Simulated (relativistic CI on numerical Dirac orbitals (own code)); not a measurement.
# Judd-Ofelt analysis for Er4+

Calculated at this level of theory: Dirac-Coulomb-Breit CI, separate exchange-only KLI orbitals for each configuration, a model potential for QED, valence Slater integrals scaled by 0.8 (own radial code, finite nucleus).

Configuration 4f10 alone, in intermediate coupling. Take Ω₂ = 6.51, Ω₄ = 5.94, Ω₆ = 5.95 (10⁻²⁰ cm²) and refractive index n = 1.9 as given. A_ED = 64π⁴e²ν³ n(n² + 2)²/[27h(2J + 1)] Σ Ω_λ |U^λ|², in Gaussian units with ν in cm⁻¹, and A_MD is n³ times the free-ion magnetic-dipole rate; a dash marks a rate that is forbidden or under 2 % of the level's free-ion decay.

Emitting level 5I_5 at 12953 cm⁻¹ (radiative decay alone: multiphonon quenching in a host is left out, and the level can lie too high or too low):

| To | ν (cm⁻¹) | U² squared | U⁴ squared | U⁶ squared | Free-ion A(M1) (s⁻¹) |
| --- | --- | --- | --- | --- | --- |
| 5I_8 | 12953 | 0.0000 | 0.0133 | 0.0822 | - |
| 5I_7 | 6868 | 0.0024 | 0.0172 | 0.9142 | - |
| 5I_6 | 2831 | 0.0503 | 0.1893 | 0.5036 | 1.82 |

Task: Give the rates, branching ratios and the radiative lifetime.

Result: The rates are:

```csv
To,λ (nm),A_ED (s⁻¹),A_MD (s⁻¹),β (%)
5I_8,772,540,0,39.0
5I_7,1456,787,0,56.9
5I_6,3533,44.1,12.5,4.1
```

τ_rad = 7.23e-04 s. Computed level positions enter as ν³, so measured ones would change the rates. For the strongest line (1456 nm) and an assumed effective width Δλ = 64 nm (300 cm⁻¹), the Füchtbauer-Ladenburg formula σ = λ⁴A/(8πcn²Δλ) gives a peak emission cross-section of 2 × 10⁻²⁰ cm².
